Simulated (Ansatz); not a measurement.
A structure relaxed at B3LYP-D4/def2-TZVP in Ansatz, charge 0, singlet:

```xyz
8

Ge    0.596    0.598   -0.279
H     1.975    0.034   -0.658
H     0.740    1.853    0.599
C    -0.580   -0.747    0.509
H    -0.136   -1.136    1.426
H    -0.724   -1.566   -0.194
H    -1.547   -0.302    0.742
Cl   -0.324    1.264   -2.145
```

(1) Give its formula, name or SMILES and point group.

(2) Summarise the bond lengths by kind (pairs closer than 1.2 times the sum of covalent radii, bridged metal pairs left out).

## Answers

(1) GeH2MeCl (CH5ClGe). Point group Cs (tolerance 0.1 Å).

(2) 1 × Cl–Ge 2.18 Å; 1 × C–Ge 1.95 Å; 3 × C–H 1.09 Å; 2 × Ge–H 1.54 Å.
